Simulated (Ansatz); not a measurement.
Computed with Ansatz on PBE0-D4/def2-TZVP structures; ΔE is electronic, products minus reactants. CCSD(T)/CBS is the MP2 limit (def2-TZVPP, def2-QZVPP) plus CCSD(T) − MP2 in def2-TZVPP, frozen cores. Functionals use def2-TZVPP. Open shells (•) are unrestricted, without spin–orbit coupling. Spin–orbit coupling would lower the free atoms: clearly for Br. Elements past krypton have def2 core potentials. Bonds to Br, I are less sure, by a few kJ/mol each and by 10 to 20 or more in all where they break to atoms, as the def2 sets lack core-valence functions. Scalar relativity is left out up to krypton.

`FC(Cl)(Br)I` → Br• + `F[C](Cl)I`•  (homolysis of the Br–C bond)

Task: What is ΔE at CCSD(T)/CBS? (Estimate.)

Result: Ansatz gave: +2.84 eV.

Task: What do these levels give: r2SCAN-D4, B2PLYP, r2SCAN, BHLYP, CCSD(T)/def2-TZVPP, CCSD/CBS(def2)? (Best estimate.)

Result: Computed: r2SCAN-D4 2.55, B2PLYP 2.50, r2SCAN 2.53, BHLYP 2.16, CCSD(T)/def2-TZVPP 2.62, CCSD/CBS(def2) 2.67 eV.

Largest T1 diagnostic among the species: 0.015.

From PBE to PBE0 (25 % exact exchange), in def2-TZVPP and without D4, ΔE moves by −0.11 eV: exact exchange takes away binding that semilocal exchange gives to molecules. At CCSD(T), def2-SVP lies −0.46 eV from the extrapolated value and def2-TZVPP −0.22 eV: correlation converges slowly with the basis, and small sets miss more of it in the bonded molecule than in its fragments. Leaving LDA and LC-ωPBE aside and taking each functional with its dispersion term where it has one, the values, not all of them listed here, spread over 0.41 eV, from BHLYP-D4 to PBE-D4. LDA lies +0.74 eV from PBE without D4, its usual overbinding.
